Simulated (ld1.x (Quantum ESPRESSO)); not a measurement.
## Reading a pseudo-wave (tantalum (Ta))

Columns: radius, all-electron u(r) and pseudo u(r) of the 5d shell (level -3.62 eV) of tantalum in the configuration [Xe] 4f14 5d3 6s2 6p0; PBEsol, scalar-relativistic, ultrasoft scheme, ld1.x (Quantum ESPRESSO) 7.5.

| r (bohr) | all-electron | pseudo |
| --- | --- | --- |
| 0.202 | 0.0391 | 0.0092 |
| 0.405 | -0.3001 | 0.0671 |
| 0.607 | -0.0706 | 0.1917 |
| 0.810 | 0.2564 | 0.3618 |
| 1.012 | 0.4936 | 0.5278 |
| 1.215 | 0.6305 | 0.6465 |
| 1.418 | 0.6913 | 0.7009 |
| 1.620 | 0.7030 | 0.7056 |
| 1.822 | 0.6857 | 0.6857 |
| 2.025 | 0.6523 | 0.6523 |
| 2.228 | 0.6110 | 0.6110 |
| 2.430 | 0.5669 | 0.5669 |
| 2.632 | 0.5226 | 0.5226 |
| 2.835 | 0.4791 | 0.4791 |
| 3.037 | 0.4378 | 0.4378 |
| 3.240 | 0.3987 | 0.3987 |
| 3.442 | 0.3623 | 0.3623 |
| 3.645 | 0.3284 | 0.3284 |
| 3.847 | 0.2972 | 0.2972 |
| 4.050 | 0.2683 | 0.2683 |
| 4.252 | 0.2420 | 0.2420 |
| 4.455 | 0.2179 | 0.2179 |
| 4.658 | 0.1959 | 0.1959 |
| 4.860 | 0.1761 | 0.1761 |
| 5.062 | 0.1582 | 0.1582 |
| 5.265 | 0.1420 | 0.1420 |

How many radial nodes do the two functions have?

The all-electron 5d function has n − l − 1 = 2; the pseudo-wave has 0, since the states of the same l below it are removed with the core.

At about which radius was the pseudo-wave matched?

1.85 bohr, where the columns begin to agree (steps of 0.20 bohr).

Is the pseudo-wave norm-conserving?

No, it belongs to an ultrasoft set: the norm inside the radius is not constrained, and the difference is carried by the augmentation charge.
